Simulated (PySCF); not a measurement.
C4H11O2, charge +1, singlet, geometry from GFN2-xTB; R2SCAN/STO-3G in PySCF.

Here is a job for PySCF.
```python
from pyscf import gto, scf, dft

mol = gto.Mole()
mol.atom = '''
    C     2.36661495   -0.12619185    0.24717262
    O     1.07480002   -0.25199685    0.88042613
    C     0.10937954    0.77036453    0.54592923
    C    -0.75192641    0.19441294   -0.61376919
    C    -2.17918002    0.69870354   -0.57404255
    O    -0.65341053   -1.22418938   -0.47085191
    H     2.28582328   -0.07100439   -0.83805283
    H     2.94889462   -1.00127445    0.53127219
    H     2.85431223    0.76743456    0.63433318
    H     0.53921333   -1.06622632    0.43861294
    H    -0.49794260    0.92202136    1.44290896
    H     0.60261658    1.70361411    0.28107471
    H    -0.29008700    0.43189425   -1.57822099
    H    -2.74978232    0.28220415   -1.40027805
    H    -2.66131296    0.42441196    0.36279328
    H    -2.19491570    1.78067518   -0.66519481
    H    -1.47726349   -1.58799572   -0.11758277
'''
mol.basis = 'sto-3g'
mol.charge = 1
mol.verbose = 4
mol.build()

mf = dft.RKS(mol)
mf.xc = 'r2scan'
mf.kernel()
```

Output, abridged:

```
PySCF version 2.14.0

[INPUT] verbose = 4
[INPUT] num. atoms = 17
[INPUT] num. electrons = 50
[INPUT] charge = 1
[INPUT] spin (= nelec alpha-beta = 2S) = 0
[INPUT] symmetry False subgroup None
[INPUT] Mole.unit = angstrom
[INPUT] Symbol           X                Y                Z      unit          X                Y                Z       unit  Magmom
[INPUT]  1 C      2.366614950000  -0.126191850000   0.247172620000 AA    4.472254097801  -0.238468035652   0.467088557291 Bohr   0.0
[INPUT]  2 O      1.074800020000  -0.251996850000   0.880426130000 AA    2.031077676477  -0.476205030753   1.663764258611 Bohr   0.0
[INPUT]  3 C      0.109379540000   0.770364530000   0.545929230000 AA    0.206697374231   1.455777977779   1.031656728095 Bohr   0.0
[INPUT]  4 C     -0.751926410000   0.194412940000  -0.613769190000 AA   -1.420934980727   0.367387211671  -1.159855672796 Bohr   0.0
[INPUT]  5 C     -2.179180020000   0.698703540000  -0.574042550000 AA   -4.118053413924   1.320358332864  -1.084783203347 Bohr   0.0
[INPUT]  6 O     -0.653410530000  -1.224189380000  -0.470851910000 AA   -1.234766948607  -2.313382652801  -0.889781155128 Bohr   0.0
[INPUT]  7 H      2.285823280000  -0.071004390000  -0.838052830000 AA    4.319579968355  -0.134178850742  -1.583690326617 Bohr   0.0
[INPUT]  8 H      2.948894620000  -1.001274450000   0.531272190000 AA    5.572603202003  -1.892134486025   1.003958936698 Bohr   0.0
[INPUT]  9 H      2.854312230000   0.767434560000   0.634333180000 AA    5.393868388697   1.450241136926   1.198715981924 Bohr   0.0
[INPUT] 10 H      0.539213330000  -1.066226320000   0.438612940000 AA    1.018965516415  -2.014875731603   0.828858331290 Bohr   0.0
[INPUT] 11 H     -0.497942600000   0.922021360000   1.442908960000 AA   -0.940975139754   1.742367851399   2.726702757081 Bohr   0.0
[INPUT] 12 H      0.602616580000   1.703614110000   0.281074710000 AA    1.138780294322   3.219364089845   0.531154222442 Bohr   0.0
[INPUT] 13 H     -0.290087000000   0.431894250000  -1.578220990000 AA   -0.548184982297   0.816161847274  -2.982405435140 Bohr   0.0
[INPUT] 14 H     -2.749782320000   0.282204150000  -1.400278050000 AA   -5.196335486971   0.533288554716  -2.646142012740 Bohr   0.0
[INPUT] 15 H     -2.661312960000   0.424411960000   0.362793280000 AA   -5.029152626156   0.802022368390   0.685579939033 Bohr   0.0
[INPUT] 16 H     -2.194915700000   1.780675180000  -0.665194810000 AA   -4.147789539508   3.364988407011  -1.257036010382 Bohr   0.0
[INPUT] 17 H     -1.477263490000  -1.587995720000  -0.117582770000 AA   -2.791623409919  -3.000876997782  -0.222199232268 Bohr   0.0

nuclear repulsion = 278.111394171465
number of shells = 29
number of NR pGTOs = 123
number of NR cGTOs = 41
basis = sto-3g
ecp = {}

******** <class 'pyscf.dft.rks.RKS'> ********
method = RKS
initial guess = minao
damping factor = 0
level_shift factor = 0
DIIS = <class 'pyscf.scf.diis.CDIIS'>
diis_start_cycle = 1
diis_space = 8
diis_damp = 0
SCF conv_tol = 1e-09
SCF conv_tol_grad = None
SCF max_cycles = 50
direct_scf = True
direct_scf_tol = 1e-13
XC library pyscf.dft.libxc version 7.1.2
    S. Lehtola, C. Steigemann, M. J. T. Oliveira, and M. A. L. Marques,  SoftwareX 7, 1–5 (2018)
XC functionals = r2scan
    J. W. Furness, A. D. Kaplan, J. Ning, J. P. Perdew, and J. Sun,  J. Phys. Chem. Lett. 11, 8208–8215 (2020)
    J. W. Furness, A. D. Kaplan, J. Ning, J. P. Perdew, and J. Sun,  J. Phys. Chem. Lett. 11, 9248–9248 (2020)
    J. W. Furness, A. D. Kaplan, J. Ning, J. P. Perdew, and J. Sun,  J. Phys. Chem. Lett. 11, 8208–8215 (2020)
    J. W. Furness, A. D. Kaplan, J. Ning, J. P. Perdew, and J. Sun,  J. Phys. Chem. Lett. 11, 9248–9248 (2020)
radial grids:
    Treutler-Ahlrichs [JCP 102, 346 (1995); DOI:10.1063/1.469408] (M4) radial grids

becke partition: Becke, JCP 88, 2547 (1988); DOI:10.1063/1.454033
pruning grids: <function nwchem_prune>
grids dens level: 3
symmetrized grids: False
atomic radii adjust function: <function treutler_atomic_radii_adjust>
small_rho_cutoff = 0
Set gradient conv threshold to 3.16228e-05
Initial guess from minao.
tot grids = 192528
init E= -305.918766306379
  HOMO = -0.324825342677954  LUMO = 0.0863060689226576  gap/eV = 11.18746
cycle= 1 E= -305.115153266057  delta_E= 0.804  |g|= 0.441  |ddm|= 4.79
  HOMO = -0.274523106882976  LUMO = -0.0756534287254498  gap/eV = 5.41152
cycle= 2 E= -305.072834706709  delta_E= 0.0423  |g|= 0.605  |ddm|= 1.37
  HOMO = -0.386001967959561  LUMO = -0.0597301566085823  gap/eV = 8.87831
cycle= 3 E= -305.177895076749  delta_E= -0.105  |g|= 0.055  |ddm|= 0.835
  HOMO = -0.375653249155114  LUMO = -0.0624188679587086  gap/eV = 8.52354
cycle= 4 E= -305.178639316534  delta_E= -0.000744  |g|= 0.0264  |ddm|= 0.102
  HOMO = -0.377018142003779  LUMO = -0.0603396334470047  gap/eV = 8.61726
cycle= 5 E= -305.178831483079  delta_E= -0.000192  |g|= 0.00406  |ddm|= 0.0347
  HOMO = -0.377158429395454  LUMO = -0.0606259260795107  gap/eV = 8.61329
cycle= 6 E= -305.178836498358  delta_E= -5.02e-06  |g|= 0.00101  |ddm|= 0.00641
  HOMO = -0.377242949043322  LUMO = -0.0605703318609838  gap/eV = 8.61710
cycle= 7 E= -305.178836817141  delta_E= -3.19e-07  |g|= 7.37e-05  |ddm|= 0.00143
  HOMO = -0.377259445170858  LUMO = -0.0605827733016274  gap/eV = 8.61721
cycle= 8 E= -305.178836819284  delta_E= -2.14e-09  |g|= 1.53e-05  |ddm|= 0.000144
  HOMO = -0.377255177024063  LUMO = -0.0605800660504267  gap/eV = 8.61717
cycle= 9 E= -305.178836819361  delta_E= -7.71e-11  |g|= 2.92e-06  |ddm|= 2.61e-05
  HOMO = -0.377256291285187  LUMO = -0.0605804187818632  gap/eV = 8.61719
Extra cycle  E= -305.178836819361  delta_E= -4.55e-13  |g|= 2.71e-06  |ddm|= 8.17e-06
converged SCF energy = -305.178836819361
```
